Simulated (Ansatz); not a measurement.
A nudged elastic band was laid between two geometries of CH$_{5}$AlOS (9 atoms, charge 0, multiplicity 1).

These are results of RKS revPBE/def2-SVP in Ansatz, not measurements.

```json
{"movable images": "7", "climbing image": "yes", "spring": "5.0 eV/Å²", "optimiser": "quadratic models (default)", "start path": "through a guess of the saddle point", "force threshold": "0.05 eV/Å", "iteration limit": "60", "end points": "relaxed"}
```

First end point:

```xyz
9
Properties=species:S:1:pos:R:3
C 0.638 1.351 0.144
O 0.207 0.383 -0.778
Al -0.512 -1.170 -0.897
S -1.104 -2.355 0.879
H 0.464 1.059 1.208
H 1.729 1.545 0.025
H 0.109 2.316 -0.028
H -0.751 -1.758 -2.349
H -0.690 -1.418 1.779
```

Last end point:

```xyz
9
Properties=species:S:1:pos:R:3
C 0.664 1.609 0.051
O 0.037 0.588 -0.685
Al -0.552 -1.014 -0.546
S -0.390 -2.098 1.379
H 0.086 2.557 -0.033
H 0.766 1.371 1.136
H 1.686 1.808 -0.347
H -1.205 -1.662 -1.840
H -1.003 -3.204 0.867
```

Problem. What changes between the two ends?

Solution. No bond is made or broken. The dihedral O2–Al3–S4–H9 goes from 0 to 179°.

Problem. What energy profile does the band end with?

Solution. The forces met the threshold. The highest image is number 3 of 0 to 8, 20.9 kJ/mol above the first end and 21.6 kJ/mol above the last; the last end lies 0.8 kJ/mol below the first. Beside the main top the profile has a ripple of under 15 meV (maxima at images 3, 6), which may be a very shallow well or noise. The dihedral O2–Al3–S4–H9 jumps by 91° between images 3 and 4, so the path isn't resolved there. A vibrational analysis at the climbing image gives one clearly imaginary mode, 258i cm⁻¹: a first-order saddle point.

```
image  path coordinate (Å)  energy (kJ/mol)  dihedral O2–Al3–S4–H9 (°)
    0                 0.00              0.0                          0
    1                 2.11              1.6                         -1
    2                 4.23              1.8                         -1
    3                 6.34             20.9                        -90
    4                 8.25              2.7                        179
    5                10.16              1.4                        179
    6                12.07              2.8                        178
    7                13.98             -0.1                        180
    8                15.90             -0.8                        179
```

Problem. What is the geometry of the highest image?

Solution. 
```xyz
9
Properties=species:S:1:pos:R:3
C 0.657 1.587 -0.121
O -0.236 0.503 -0.015
Al -0.231 -1.198 -0.255
S -2.133 -2.284 0.134
H 1.665 1.295 -0.500
H 0.247 2.359 -0.811
H 0.797 2.073 0.872
H 1.103 -1.913 -0.761
H -1.780 -2.469 1.440
```

Time of the run: 11 min on 1 thread of Intel(R) Xeon(R) Platinum 8488C (Sapphire Rapids) (shared host), peak memory 0.13 GiB.
